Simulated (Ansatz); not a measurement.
Abridged output of a molecular run in Ansatz:

```
Functional definition: HF
  name "HF"
  cite "Fock, Z. Phys. 61, 126 (1930) doi:10.1007/BF01340294"
  parent pbe
  exchange = exact_x
  correlation = 0
1562 factors; integrals over basis functions are off by at most 1.1e-3 eV
mean field evaluation 1: about -13749.2018 eV, gradient 4.6e1 eV
mean field evaluation 2: about -13749.4873 eV, gradient 4.6e1 eV
mean field evaluation 4: about -13753.7956 eV, gradient 4.1e0 eV
mean field evaluation 8: about -13753.8633 eV, gradient 2.0e-1 eV
mean field -13753.86351112 eV, -505.4451613303 hartree, gradient 2.9e-6 eV, S^2 0.000000; 0 other end points of the search recorded, 0 dependent functions left out
9 core orbitals not correlated: weight in the atoms' cores, before any rotation towards them, 1.000 or more for the frozen orbitals, at most 0.000 for the correlated occupied ones
reference -13753.86351112 eV, -505.4451613303 hartree; 15, 15 occupied and 240, 240 virtual orbitals, 1562 factors
second order -23.63552222 eV of doubles, -0.00000000 eV of singles
cycle   1  -24.14699253 eV  change   -5.1e-1 eV  update   1.1e-1
cycle   2  -24.74133555 eV  change   -5.9e-1 eV  update   3.1e-2
cycle   3  -24.87918763 eV  change   -1.4e-1 eV  update   1.7e-2
cycle   4  -24.86626709 eV  change    1.3e-2 eV  update   4.0e-3
cycle   5  -24.86485768 eV  change    1.4e-3 eV  update   2.5e-3
cycle   6  -24.86626710 eV  change   -1.4e-3 eV  update   9.7e-4
cycle   7  -24.86600121 eV  change    2.7e-4 eV  update   4.8e-4
cycle   8  -24.86585704 eV  change    1.4e-4 eV  update   1.8e-4
cycle   9  -24.86594143 eV  change   -8.4e-5 eV  update   7.3e-5
cycle  10  -24.86594450 eV  change   -3.1e-6 eV  update   3.3e-5
perturbative correction -0.87194551 eV, -0.0320434065 hartree
Total energy: -13779.60140114 eV, -506.3910113424 hartree
```

Its atoms:

Cartesian coordinates in Å:
```
B -1.9244 -1.2672 0.0426
Si -0.0163 -0.6994 -0.2428
O 0.3867 -0.6932 -1.8443
O 0.0266 0.7852 0.4598
C 1.2044 1.4872 0.7875
H -2.8043 -0.7318 -0.5697
H -2.2476 -2.1264 0.8089
H 1.0533 -1.5417 0.3568
H -0.2274 -0.2625 -2.4417
H 1.9856 0.8134 1.1580
H 0.9714 2.2129 1.5690
H 1.5920 2.0235 -0.0841
```

Problem. Which basis set was used?
A. def2-QZVPP
B. def2-TZVPP
C. cc-pV(D+d)Z
D. def2-TZVPPD

Solution. B. It gives 264 functions.

Problem. Write the keys of the input that set method, charge and spin (a neutral closed shell needs none for the last two).

Solution. 
```yaml
correlation: {method: ccsd_t}
```
